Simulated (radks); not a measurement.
The numbers below are computed, except where a source is named.
Task: Ionisation of Hf+, [Xe] 4f14 5d1 6s2, to Hf2+, [Xe] 4f14 5d2, under several functionals. Scalar-relativistic Kohn-Sham, spin-polarised, spherical densities, finite nucleus; open shells are filled with parallel spins first (spin-orbit coupling, left out, can overturn this in heavy ions); a radial shooting solver on a logarithmic mesh with Libxc functionals. Known Delta-SCF values: PBEsol 15.004 eV; BLYP 15.341 eV. What does SOGGA give, and what is its highest occupied eigenvalue?

Result: 14.852 eV by Delta-SCF; the 5d eigenvalue is -10.936 eV. NIST: 14.61 eV (theoretical).
